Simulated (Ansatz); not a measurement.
CH8BGaSn, SMILES `C[BH][SnH2][GaH2]`, relaxed with RKS PBE0-D4/def2-TZVP in Ansatz from a GFN2-xTB geometry. The force threshold is 0.005 eV/Å; the program also tests the step.

Charge 0, multiplicity 1. Sn takes the def2 core potential.

Start:

```xyz
12

C     2.176   -0.093    1.043
B     0.764    0.537    1.148
Sn   -0.967   -0.312    0.033
Ga   -2.133    0.389   -2.203
H     2.957    0.659    0.938
H     2.305   -0.836    0.261
H     2.379   -0.593    1.993
H     0.598    1.468    1.829
H    -0.674   -1.966   -0.192
H    -2.289   -0.484    1.076
H    -3.578   -0.134   -2.605
H    -1.536    1.367   -3.321
```

| step | energy (eV) | largest force (eV/Å) | largest move (Å) |
| --- | --- | --- | --- |
| 1 | -60043.6072 | 0.797 | 0.000 |
| 2 | -60043.6572 | 0.911 | 0.193 |
| 3 | -60043.7330 | 0.136 | 0.089 |
| 4 | -60043.7399 | 0.080 | 0.038 |
| 5 | -60043.7555 | 0.101 | 0.163 |
| 6 | -60043.7604 | 0.098 | 0.055 |
| 7 | -60043.7635 | 0.102 | 0.178 |
| 8 (rejected) | -60043.7559 | 0.292 | 0.070 |
| 9 | -60043.7670 | 0.023 | 0.035 |
| 10 | -60043.7684 | 0.025 | 0.067 |
| 11 (rejected) | -60043.7683 | 0.131 | 0.146 |
| 14 | -60043.7712 | 0.093 | 0.111 |
| 17 | -60043.7736 | 0.050 | 0.079 |
| 20 | -60043.7771 | 0.077 | 0.094 |
| 23 | -60043.7799 | 0.129 | 0.052 |
| 26 | -60043.7820 | 0.010 | 0.017 |
| 29 | -60043.7841 | 0.057 | 0.034 |
| 32 | -60043.7857 | 0.056 | 0.014 |
| 35 | -60043.7866 | 0.025 | 0.064 |
| 38 | -60043.7870 | 0.020 | 0.029 |
| 41 | -60043.7871 | 0.006 | 0.022 |
| 44 | -60043.7871 | 0.002 | 0.009 |
| 45 | -60043.7871 | 0.003 | 0.007 |

End:

```xyz
12

C     2.055    0.141    0.856
B     0.558    0.462    1.089
Sn   -1.108   -0.739    0.180
Ga   -1.872    0.374   -2.067
H     2.689    1.031    0.798
H     2.289   -0.540    0.037
H     2.362   -0.367    1.787
H     0.258    1.389    1.788
H    -0.588   -2.337   -0.171
H    -2.461   -0.877    1.221
H    -3.097    1.363   -2.115
H    -1.084    0.098   -3.403
```

Hardware: 2 threads of an AMD EPYC 7R13 on a shared host and a share of an NVIDIA H100 80 GB. Wall time 90 s, peak host memory 0.9 GiB.
